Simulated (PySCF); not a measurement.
CH3Be, SMILES [Be+][CH3], charge +1.

The structure is a stationary point at PBE-D3(BJ)/def2-TZVPD. The multiplicity is an assumed one; other spin states were not compared. The isomer is the one that the SMILES or the coordinates give; other isomers of the formula were not compared.

These are M06-2X/def2-TZVPD (PySCF) values and carry that method's errors.

The molecule is in vacuum.

The total energy comes out as -54.29067 hartree, the point group comes out as C3v and the highest occupied level is -16.56 eV. The lowest empty level is -9.28 eV and the orbital gap is 7.28 eV. The dipole moment about the centre of nuclear charge is 1.314 e·Å and the mean static polarisability comes out as 25.9 bohr³ (3.84 Å³). The polarisability, principal values is 21.4, 21.4, 34.9 bohr³.
